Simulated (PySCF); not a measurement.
Working out the excitation energy of F+

F+ [He] 2s2 2p4 (3P) → F+ [He] 2s1 2p5 (3P). Computed with PySCF 2.14 in x2c-TZVPPall, with the spin-free X2C one-electron Hamiltonian (Gaussian nucleus). Frozen: nothing. Energies in hartree (1 hartree = 27.21139 eV):

```
             part  F+ (lower)  F+ (upper)
              UHF  -98.924060  -98.122901
MP2 opposite-spin   -0.123267   -0.154157
    MP2 same-spin   -0.035991   -0.041278
```

**Question.** What does Hartree-Fock give?

**Answer.** (-98.122901) − (-98.924060) = 0.801159 hartree = 21.801 eV.

**Question.** What do MP2 and SCS-MP2 (6/5 opposite-spin, 1/3 same-spin) give?

**Answer.** The opposite-spin parts differ by -0.841 eV and the same-spin parts by -0.144 eV. MP2: 21.801 + (-0.841) + (-0.144) = 20.816 eV. SCS-MP2: 21.801 + 1.2 × (-0.841) + (-0.144)/3 = 20.744 eV.

Measured between the centres of the two terms (NIST): 20.431 eV, so MP2 (valence and next inner shell) is off by 0.385 eV.

What remains against the reference includes basis incompleteness and correlation beyond second order.
